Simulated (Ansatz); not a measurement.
Start from `FC([SiH3])I` and change one atom or group to get `CC([SiH3])I`.

Ansatz, PBE0-D4/def2-TZVP geometries, multiplicity 1. 

Elements past krypton have def2 core potentials.  Spin–orbit coupling is left out; it splits and shifts lone-pair levels of the heavy atoms by tenths of an eV.

| property | `FC([SiH3])I` |
| --- | --- |
| HOMO–LUMO gap (ωB97M-V/def2-TZVPP) / eV | 10.25 |
| HOMO energy (B3LYP/def2-TZVPP) / eV | -7.26 |
| LUMO energy (B3LYP/def2-TZVPP) / eV | -1.57 |
| LUMO energy (PBE/def2-TZVPP) / eV | -2.22 |
| LUMO energy (ωB97M-V/def2-TZVPP) / eV | 0.60 |
| size of the dipole moment (ωB97M-V/def2-TZVPP) / D | 1.55 |

Task: Give the same properties after the change, and the shifts. (Best estimate.)

Result: The calculation gave: 
```json
{"property": "HOMO–LUMO gap (ωB97M-V/def2-TZVPP) / eV", "`CC([SiH3])I`": "10.23", "shift": "-0.02"}
{"property": "HOMO energy (B3LYP/def2-TZVPP) / eV", "`CC([SiH3])I`": "-6.99", "shift": "0.27"}
{"property": "LUMO energy (B3LYP/def2-TZVPP) / eV", "`CC([SiH3])I`": "-1.28", "shift": "0.29"}
{"property": "LUMO energy (PBE/def2-TZVPP) / eV", "`CC([SiH3])I`": "-1.96", "shift": "0.26"}
{"property": "LUMO energy (ωB97M-V/def2-TZVPP) / eV", "`CC([SiH3])I`": "0.86", "shift": "0.26"}
{"property": "size of the dipole moment (ωB97M-V/def2-TZVPP) / D", "`CC([SiH3])I`": "1.64", "shift": "0.09"}
```

Dipoles are sizes alone; their direction can turn.

Positive LUMOs are unbound, so they and the gaps depend on the basis.

B3LYP here is the variant with VWN-RPA as its local correlation; programs differ in this.
